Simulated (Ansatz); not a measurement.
Isolated molecules relaxed with PBE0-D4/def2-TZVP in Ansatz; ΔE leaves out vibrations. CCSD(T)/CBS is the MP2 limit (def2-TZVPP, def2-QZVPP) plus CCSD(T) − MP2 in def2-TZVPP, frozen cores. Functionals use def2-TZVPP. B3LYP here is the variant with VWN-RPA as its local correlation; programs differ in this. def2 core potentials past Kr. For Sn outer-core shells are correlated without core-valence functions, which leaves a few kJ/mol of doubt a bond. Each species was taken in one conformer, which may not be the lowest.

Reaction (formal exchange of groups at a C–Si bond): `C[SiH2][AlH][SnH3]` + `CC(=N)[SiH3]` → `CCC(=N)[SiH3]` + `[SiH3][AlH][SnH3]`

| level | ΔE (kcal/mol) |
| --- | --- |
| PBE-D4 | 10.3 |
| r2SCAN-D4 | 10.5 |
| ωB97X-V | 9.1 |
| ωB97M-V | 9.7 |
| B3LYP | 10.0 |
| MP2/def2-TZVPP | 9.6 |
| MP2/def2-QZVPP | 10.0 |
| CCSD/CBS(def2) | 9.4 |

Question: What does CCSD(T)/CBS give? (Best estimate.)

Answer: The calculation gave: +9.5 kcal/mol. The listed levels differ from it by 0.8, 1.0, -0.4, 0.2, 0.5, 0.1, 0.5, -0.1 kcal/mol.

Largest T1 diagnostic among the species: 0.014.
